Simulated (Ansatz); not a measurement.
Ideal-gas functions of BrFH₂O₂Sn, SMILES `[OH][Sn]([OH])([F])[Br]` at 298.15 K and 1 bar, from an Ansatz frequency run at PBE0-D4/def2-TZVP.

Molar mass 251.63 g/mol, point group C1 (symmetry number 1), electronic degeneracy 1, moments of inertia 173.175, 482.116, 491.223 u Å². Harmonic wavenumbers (cm⁻¹, unscaled): 86, 110, 138, 141, 171, 178, 219, 283, 632, 653, 669, 868, 889, 3867, 3874.

Use S(trans) = R[1.5 ln M + 2.5 ln T − 1.1517]; rotational temperatures θ = 24.2544 K / I; S(rot) = R[ln(√π/σ · √(T³/θAθBθC)) + 1.5]; for each mode x = 1.438777 ν̃/T, S = R[x/(eˣ − 1) − ln(1 − e⁻ˣ)] and H = RT x/(eˣ − 1); 1 cm⁻¹ = 0.0119627 kJ/mol; R = 8.31446 J/(mol·K).

Q: By hand: the entropy, in J/(mol·K).

A: Translation 177.8. Rotation: θ = 0.1401, 0.0503, 0.0494 K, giving 121.4. Vibration, mode by mode: 15.69, 13.68, 11.85, 11.67, 10.14, 9.83, 8.23, 6.34, 1.66, 1.54, 1.44, 0.66, 0.61, 0.00, 0.00, in all 93.3. Electronic 0.0. Sum 392.5 J/(mol·K).

Q: By hand: H − E and G − E in kJ/mol, counted from the electronic energy.

A: Zero-point energy ½ × 12778 × 0.0119627 = 76.4; thermal vibration 14.4; translation, rotation and pV give 4 RT = 9.9. H − E = 100.7 kJ/mol, and G − E = 100.7 − 298.15 × 392.5/1000 = -16.3 kJ/mol.

Vibration gives 24 % of the entropy, 52.9 J/(mol·K) of it from the modes under 150 cm⁻¹: soft modes count most, and the harmonic formula is weakest for them. The sum counts one conformer and one mirror image; others add a mixing term.
